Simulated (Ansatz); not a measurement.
The first iterations of a band of AlFH₆OSi (10 atoms, charge 0, multiplicity 1).

All numbers below come from RHF/def2-SVP in Ansatz 0.2.0.

* movable images: 5
* climbing image: yes
* spring: 5.0 eV/Å²
* optimiser: quadratic models (default)
* start path: straight line
* force threshold: 0.05 eV/Å
* iteration limit: 60
* end points: relaxed

First end point:

```xyz
10
Properties=species:S:1:pos:R:3
Al -0.046 0.067 0.105
O -0.653 0.129 1.737
Si -1.370 -0.519 3.058
H -2.429 -1.478 2.665
H -0.382 -1.232 3.901
H -1.981 0.561 3.868
H 1.393 -0.537 -0.098
H -1.110 0.156 -1.051
F 0.339 2.057 0.543
H -0.015 1.955 1.389
```

Last end point:

```xyz
10
Properties=species:S:1:pos:R:3
Al -0.099 0.328 -0.084
O -0.505 0.548 1.856
Si -1.245 -0.390 3.075
H -1.805 -1.549 2.368
H -0.213 -0.774 4.053
H -2.283 0.437 3.713
H 0.809 -0.970 -0.118
H -1.523 0.338 -0.776
F 0.717 1.804 -0.047
H -0.108 1.387 2.076
```

| iteration | highest image above the first end (eV) | largest band force component (eV/Å) |
| --- | --- | --- |
| 1 | 1.694 | 4.900 |
| 2 | 0.389 | 2.662 |
| 3 | 0.450 | 11.159 |
| 4 | 0.197 | 1.526 |
| 5 | 0.181 | 0.598 |
| 6 | 0.223 | 1.216 |

Does the band converge within its limit, and where does its top end?

It converged. It ended after 18 iterations with the highest image 0.169 eV above the first end. Another band between the same ends (5 images) ends at a top of the same energy, where a vibrational analysis finds 1 clearly imaginary mode. The orbitals stay closed-shell, which can raise the energy where a bond breaks towards radicals; this wasn't checked here.

The run took 110 s on 1 thread of Arm Neoverse V2, with other jobs on the host, peak memory 0.17 GiB.
